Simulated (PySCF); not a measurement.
CHCl, neutral, multiplicity 1. Atoms are numbered in the order given.

```xyz
3

C     -0.1767    -1.1689     0.0000
Cl     0.0111     0.5027     0.0000
H      0.8711    -1.5322     0.0000
```

Coordinates come from a ωB97X-D3(BJ)/def2-TZVPD optimisation. The isomer is the one that the SMILES or the coordinates give; other isomers of the formula were not compared.

Method: TDA-PBE/def2-TZVPD (PySCF).

Vertical excitations. The molecule is in vacuum. State labels are in the subgroup Cs.

```
state  symmetry  energy (eV)  λ (nm)      f                          main pairs
-----  --------  -----------  ------  -----  ----------------------------------
S1           A"         1.83     679  0.004                      HOMO→LUMO 98 %
S2           A"         5.03     247  0.005                    HOMO−1→LUMO 98 %
S3           A'         5.34     232  0.026                    HOMO→LUMO+1 92 %
S4           A'         5.70     218  0.015                    HOMO→LUMO+2 93 %
S5           A"         6.61     188  0.009                   HOMO→LUMO+4 100 %
S6           A'         6.65     186  0.071                    HOMO→LUMO+3 93 %
S7           A'         6.96     178  0.082  HOMO−2→LUMO 66 %, HOMO→LUMO+5 17 %
S8           A"         7.10     175  0.000                    HOMO−3→LUMO 99 %
S9           A'         7.74     160  0.046  HOMO→LUMO+5 66 %, HOMO→LUMO+6 15 %
S10          A'         7.86     158  0.024                    HOMO→LUMO+6 84 %
T1           A"         0.39    3145      0                      HOMO→LUMO 99 %
T2           A"         4.27     290      0                    HOMO−1→LUMO 99 %
T3           A'         4.61     269      0                    HOMO−2→LUMO 99 %
T4           A'         4.84     256      0                    HOMO→LUMO+1 97 %
```
Triplets are in the Tamm–Dancoff approximation.
